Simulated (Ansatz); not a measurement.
`OBC(F)[SiH3]` → `FBOC[SiH3]`  (isomerisation)

Calculated with Ansatz (gas phase, PBE0-D4/def2-TZVP geometries, no zero-point term in ΔE). CBS: MP2 limit from def2 TZ/QZ plus the TZ coupled-cluster correction, frozen cores. Functionals use def2-TZVPP. Each species was taken in one conformer, which may not be the lowest.

CCSD(T)/CBS gives -146.9 kJ/mol.

(1) Another level gave -142.5 kJ/mol. Which?
A. PBE/def2-TZVPP
B. ωB97M-V/def2-TZVPP
C. HF/def2-TZVPP
D. CCSD/def2-TZVPP

Largest T1 diagnostic among the species: 0.013.

Results:

(1) B. ωB97M-V -142.5, CCSD/def2-TZVPP -149.5, PBE -136.6, HF/def2-TZVPP -157.5 kJ/mol.

In def2-TZVPP, CCSD(T) changes the Hartree–Fock value by +8.8 kJ/mol (the triples alone add +0.8 kJ/mol) and MP2 by +5.5 kJ/mol. From PBE to PBE0 (25 % exact exchange), in def2-TZVPP and without D4, ΔE moves by −3.8 kJ/mol.
